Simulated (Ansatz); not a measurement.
Reactions of `CO[SiH2][SiH](O)F`.

Computed with Ansatz on PBE0-D4/def2-TZVP structures; ΔE is electronic, products minus reactants. CCSD(T)/CBS is the MP2 limit (def2-TZVPP, def2-QZVPP) plus CCSD(T) − MP2 in def2-TZVPP, frozen cores. This one scheme is used for every species, atoms too. Functionals use def2-TZVPP. Open shells (•) are unrestricted, without spin–orbit coupling. Spin–orbit coupling would lower the free atoms: a little for C, F, O, Si. Elements past krypton have def2 core potentials. Bonds to I are less sure, by a few kJ/mol each and by 10 to 20 or more in all where they break to atoms, as the def2 sets lack core-valence functions. Each species was taken in one conformer, which may not be the lowest.

| reaction | HF/CBS(def2) (kJ/mol) | PBE0-D4 (kJ/mol) | PBE-D4 (kJ/mol) | CCSD(T)/CBS(def2) (kJ/mol) |
| --- | --- | --- | --- | --- |
| `CO[SiH2][SiH](O)F` + `S[SiH2]Cl` → `O[SiH](F)S[SiH2]Cl` + `CO[SiH3]` | -91 | -85 | -80 | -92 |
| `CO[SiH2][SiH](O)F` → `[CH2]` (triplet) + `O[SiH2][SiH](O)F` | 249 | 377 | 386 | 379 |
| `CO[SiH2][SiH](O)F` + `O[SiH3]` → `CO[SiH2]O[SiH3]` + `O[SiH2]F` | -176 | -133 | -122 | -151 |
| `CO[SiH2][SiH](O)F` + HI → `O[SiH](F)[SiH2]I` + CH₃OH | 8 | -21 | -22 | -14 |
| `CO[SiH2][SiH](O)F` + CH₃SH → `CO[SiH2]SC` + `O[SiH2]F` | -89 | -84 | -80 | -92 |
| `CO[SiH2][SiH](O)F` + H₂ → `CO[SiH2][SiH2]O` + H–F | 135 | 125 | 126 | 131 |
| `CO[SiH2][SiH](O)F` → `O[SiH]F`• + `CO[SiH2]`• | 245 | 318 | 310 | 338 |
| `CO[SiH2][SiH](O)F` + `S[SiH2]Cl` → `CO[SiH2]S[SiH2]Cl` + `O[SiH2]F` | -87 | -86 | -81 | -94 |
| `CO[SiH2][SiH](O)F` + H₂O → `O[SiH2][SiH](O)F` + CH₃OH | 2 | 0 | -1 | 4 |
| `CO[SiH2][SiH](O)F` → C• + F• + 7 H• + 2 O• + 2 Si• | 3540 | 4764 | 4849 | 4835 |

Largest T1 diagnostic: 0.015, for `CO[SiH2]`•.
